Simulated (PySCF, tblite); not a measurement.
Parent: `[cH:1]1[cH:2][cH:3][c:4]([CH:5]2[CH2:6][CH2:7]2)[p:8][cH:9]1` with C3–C4–C5–C6 -145°, C8H9P.

The geometries are computed with GFN2-xTB (gas phase). One conformer each, not checked by frequencies here.

```json
{"coordinate of the parent": "C1–C2", "value": "1.385 Å"}
{"coordinate of the parent": "C2–C3", "value": "1.385 Å"}
{"coordinate of the parent": "C3–C4", "value": "1.385 Å"}
{"coordinate of the parent": "C4–C5", "value": "1.478 Å"}
{"coordinate of the parent": "C5–C6", "value": "1.506 Å"}
{"coordinate of the parent": "C6–C7", "value": "1.489 Å"}
{"coordinate of the parent": "C4–P8", "value": "1.753 Å"}
{"coordinate of the parent": "P8–C9", "value": "1.730 Å"}
{"coordinate of the parent": "C1–C9", "value": "1.378 Å"}
{"coordinate of the parent": "C5–C7", "value": "1.507 Å"}
{"coordinate of the parent": "C2–C1–C9", "value": "122.8°"}
{"coordinate of the parent": "C1–C2–C3", "value": "122.7°"}
{"coordinate of the parent": "C2–C3–C4", "value": "124.8°"}
{"coordinate of the parent": "C3–C4–C5", "value": "118.7°"}
{"coordinate of the parent": "C3–C4–P8", "value": "123.2°"}
{"coordinate of the parent": "C5–C4–P8", "value": "118.1°"}
{"coordinate of the parent": "C4–C5–C6", "value": "120.0°"}
{"coordinate of the parent": "C4–C5–C7", "value": "120.0°"}
{"coordinate of the parent": "C6–C5–C7", "value": "59.2°"}
{"coordinate of the parent": "C5–C6–C7", "value": "60.4°"}
{"coordinate of the parent": "C5–C7–C6", "value": "60.4°"}
{"coordinate of the parent": "C4–P8–C9", "value": "100.6°"}
{"coordinate of the parent": "C1–C9–P8", "value": "125.9°"}
```

How does the shared frame change in `[SiH3:1][c:2]1[cH:3][cH:4][c:5]([CH:6]2[CH2:7][CH2:8]2)[p:9][cH:10]1` with C4–C5–C6–C7 -145°, C8H11PSi? Atoms pair as C1 = C2, C2 = C3, C3 = C4, C4 = C5, C5 = C6, C6 = C7, C7 = C8, P8 = P9, C9 = C10 (parent first).

```json
{"parent": "C1–C2", "relative": "C2–C3", "value in the relative": "1.391 Å", "change": "+0.006"}
{"parent": "C2–C3", "relative": "C3–C4", "value in the relative": "1.384 Å", "change": "-0.001"}
{"parent": "C3–C4", "relative": "C4–C5", "value in the relative": "1.385 Å", "change": "0.000"}
{"parent": "C4–C5", "relative": "C5–C6", "value in the relative": "1.477 Å", "change": "-0.001"}
{"parent": "C5–C6", "relative": "C6–C7", "value in the relative": "1.507 Å", "change": "+0.001"}
{"parent": "C6–C7", "relative": "C7–C8", "value in the relative": "1.489 Å", "change": "0.000"}
{"parent": "C4–P8", "relative": "C5–P9", "value in the relative": "1.753 Å", "change": "0.000"}
{"parent": "P8–C9", "relative": "P9–C10", "value in the relative": "1.728 Å", "change": "-0.002"}
{"parent": "C1–C9", "relative": "C2–C10", "value in the relative": "1.386 Å", "change": "+0.008"}
{"parent": "C5–C7", "relative": "C6–C8", "value in the relative": "1.507 Å", "change": "0.000"}
{"parent": "C2–C1–C9", "relative": "C3–C2–C10", "value in the relative": "120.5°", "change": "-2.3"}
{"parent": "C1–C2–C3", "relative": "C2–C3–C4", "value in the relative": "123.9°", "change": "+1.2"}
{"parent": "C2–C3–C4", "relative": "C3–C4–C5", "value in the relative": "125.0°", "change": "+0.2"}
{"parent": "C3–C4–C5", "relative": "C4–C5–C6", "value in the relative": "119.0°", "change": "+0.3"}
{"parent": "C3–C4–P8", "relative": "C4–C5–P9", "value in the relative": "122.8°", "change": "-0.4"}
{"parent": "C5–C4–P8", "relative": "C6–C5–P9", "value in the relative": "118.3°", "change": "+0.2"}
{"parent": "C4–C5–C6", "relative": "C5–C6–C7", "value in the relative": "119.8°", "change": "-0.2"}
{"parent": "C4–C5–C7", "relative": "C5–C6–C8", "value in the relative": "120.1°", "change": "+0.1"}
{"parent": "C6–C5–C7", "relative": "C7–C6–C8", "value in the relative": "59.2°", "change": "0.0"}
{"parent": "C5–C6–C7", "relative": "C6–C7–C8", "value in the relative": "60.4°", "change": "0.0"}
{"parent": "C5–C7–C6", "relative": "C6–C8–C7", "value in the relative": "60.4°", "change": "0.0"}
{"parent": "C4–P8–C9", "relative": "C5–P9–C10", "value in the relative": "100.5°", "change": "-0.1"}
{"parent": "C1–C9–P8", "relative": "C2–C10–P9", "value in the relative": "127.3°", "change": "+1.4"}
```

Of the parent's bonds, C1–C9 changes most (+0.008 Å). Bonds of the relative outside the shared frame: Si1–C2 1.890 Å.
